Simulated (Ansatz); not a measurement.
## Ligand exchange: Sn(CH3)F + HF → SnF2 + CH4

Species: Sn(CH3)F, singlet; HF (hydrogen fluoride), singlet; SnF2 `[F][Sn][F]`, singlet; CH4 (methane) `C`, singlet. The partners trade CH3 for F: Sn–CH3 and H–F bonds give way to Sn–F and H–CH3.

Shapes, held fixed at every level: PBE0-D4/def2-TZVP. Programs: Ansatz 0.2.0. The zero-point and thermal change to 298 K, harmonic and unscaled (PBE0-D4/def2-TZVP), is +4.0 kJ/mol.

| level | kind | ΔH(298 K) (kJ/mol) | less CCSD(T)/def2-TZVPP |
| --- | --- | --- | --- |
| HF/def2-SVP | Hartree–Fock | -152.2 | -15.2 |
| HF/def2-TZVPP | Hartree–Fock | -152.7 | -15.7 |
| SPW92/def2-TZVPP | LDA | -143.3 | -6.3 |
| PBE-D4/def2-TZVPP | GGA | -150.1 | -13.1 |
| r2SCAN0-D4/def2-TZVPP | global hybrid | -147.0 | -10.0 |
| wB97M-V/def2-TZVPP | range-separated hybrid | -149.0 | -12.0 |
| CCSD/def2-SVP | coupled cluster or CI | -150.2 | -13.2 |
| CCSD(T)/def2-TZVPP | coupled cluster or CI | -137.0 | 0.0 |

The highest level, CCSD(T)/def2-TZVPP, gives ΔH(298 K) = -137.0 kJ/mol; the levels span -152.7 to -137.0. The column of differences is taken from that level and isn't an error. No measured value is set beside it here. For atoms past krypton def2 sets carry core potentials with scalar relativity. Correlated rows may include outer-core shells of Sn, which these sets cover unevenly.
